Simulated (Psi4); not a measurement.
CH9N3Sn (SMILES [CH3][Sn]([NH2])([NH2])[NH2]), singlet, geometry from GFN2-xTB (such geometries of metal compounds can be far from the true shape) (core potentials on Sn); PBE/def2-SVPD (Psi4).

Here is a job for Psi4.
```
memory 2 GB

molecule {
0 1
C     2.03323367   -0.57689727    0.55171438
Sn    0.01118105   -0.00325163    0.00308874
N    -1.00133811    0.47497212    1.71412488
N    -0.26592528    1.64596666   -1.15257267
N    -0.78343939   -1.49477727   -1.14834959
H     2.58335116   -0.85634239   -0.33867679
H     2.52644239    0.25602088    1.03824031
H     2.00806272   -1.41817932    1.23188998
H    -1.83069948    1.02610381    1.53263289
H    -1.30164314   -0.32609004    2.25499325
H     0.09041999    2.49027265   -0.72248915
H     0.18483816    1.57203058   -2.05595953
H    -1.06996041   -2.31288594   -0.62581040
H    -1.59434618   -1.19009565   -1.67196220
}

set {
  basis def2-svpd
}

energy('pbe')
print_variables()
```

What the program printed (banner, timings and long lists left out):

```
   => Loading Basis Set <=

    Name: DEF2-SVPD
    Role: ORBITAL
    Keyword: BASIS

    !!!  WARNING: ECP capability is in beta. Please check occupations closely.  !!!

         ---------------------------------------------------------
                                   SCF
               by Justin Turney, Rob Parrish, Andy Simmonett
                          and Daniel G. A. Smith
                              RKS Reference
         ---------------------------------------------------------

  ==> Geometry <==

    Molecular point group: c1
    Full point group: C1

    Geometry (in Angstrom), charge = 0, multiplicity = 1:

       Center              X                  Y                   Z               Mass
    ------------   -----------------  -----------------  -----------------  -----------------
         C            2.040708447658    -0.580670514273     0.554874032760    12.000000000000
         SN           0.018655827658    -0.007024874273     0.006248392760   119.902201630000
         N           -0.993863332342     0.471198875727     1.717284532760    14.003074004430
         N           -0.258450502342     1.642193415727    -1.149413017240    14.003074004430
         N           -0.775964612342    -1.498550514273    -1.145189937240    14.003074004430
         H            2.590825937658    -0.860115634273    -0.335517137240     1.007825032230
         H            2.533917167658     0.252247635727     1.041399962760     1.007825032230
         H            2.015537497658    -1.421952564273     1.235049632760     1.007825032230
         H           -1.823224702342     1.022330565727     1.535792542760     1.007825032230
         H           -1.294168362342    -0.329863284273     2.258152902760     1.007825032230
         H            0.097894767658     2.486499405727    -0.719329497240     1.007825032230
         H            0.192312937658     1.568257335727    -2.052799877240     1.007825032230
         H           -1.062485632342    -2.316659184273    -0.622650747240     1.007825032230
         H           -1.586871402342    -1.193868894273    -1.668802547240     1.007825032230

  Running in c1 symmetry.

  Rotational constants: A =      0.09139  B =      0.08704  C =      0.07932 [cm^-1]
  Rotational constants: A =   2739.95075  B =   2609.37298  C =   2377.94581 [MHz]
  Nuclear repulsion =  296.345814057994119

  Charge       = 0
  Multiplicity = 1
  Electrons    = 58
  Nalpha       = 29
  Nbeta        = 29

  ==> Algorithm <==

[...]
   @DF-RKS iter   6:  -421.69015850156421   -2.13330e-04   1.28010e-04 DIIS/ADIIS
   @DF-RKS iter   7:  -421.69034626854290   -1.87767e-04   6.88068e-05 DIIS
   @DF-RKS iter   8:  -421.69042198049482   -7.57120e-05   1.00501e-05 DIIS
   @DF-RKS iter   9:  -421.69042365270991   -1.67222e-06   4.16218e-06 DIIS
   @DF-RKS iter  10:  -421.69042389412766   -2.41418e-07   1.74020e-06 DIIS
   @DF-RKS iter  11:  -421.69042394561222   -5.14846e-08   1.88462e-07 DIIS
  Energy and wave function converged.

  ==> Post-Iterations <==

   Electrons on quadrature grid:
      Ntotal   =   57.9999482019 ; deviation = -5.180e-05

    Orbital Energies [Eh]
    ---------------------

    Doubly Occupied:

[...]
    Virtual:

[...]
    Final Occupation by Irrep:
              A
    DOCC [    29 ]
    NA   [    29 ]
    NB   [    29 ]

  @DF-RKS Final Energy:  -421.69042394561222

   => Energetics <=

    Nuclear Repulsion Energy =            296.3458140579941187
    One-Electron Energy =               -1246.6289815259965508
    Two-Electron Energy =                 575.9029534378350945
    DFT Exchange-Correlation Energy =     -47.3102099154449576
    Empirical Dispersion Energy =           0.0000000000000000
    VV10 Nonlocal Energy =                  0.0000000000000000
    Total Energy =                       -421.6904239456122241

Computation Completed

Properties will be evaluated at   0.000000,   0.000000,   0.000000 [a0]

Properties computed using the SCF density matrix

 Multipole Moments:

 ------------------------------------------------------------------------------------
     Multipole            Electronic (a.u.)      Nuclear  (a.u.)        Total (a.u.)
 ------------------------------------------------------------------------------------

 L = 1.  Multiply by 2.5417464519 to convert [e a0] to [Debye]
 Dipole X            :         -0.1615136            0.2276515            0.0661378
 Dipole Y            :          0.0906392           -0.2415117           -0.1508725
 Dipole Z            :         -0.0767246            0.1828785            0.1061538
 Magnitude           :                                                    0.1959729

 ------------------------------------------------------------------------------------

  Variable Map:
  ----------------------------------------------------------------------------
[...]
  Array Variable Map:
  ----------------------------------------------------------------------------
[...]
[...]
```
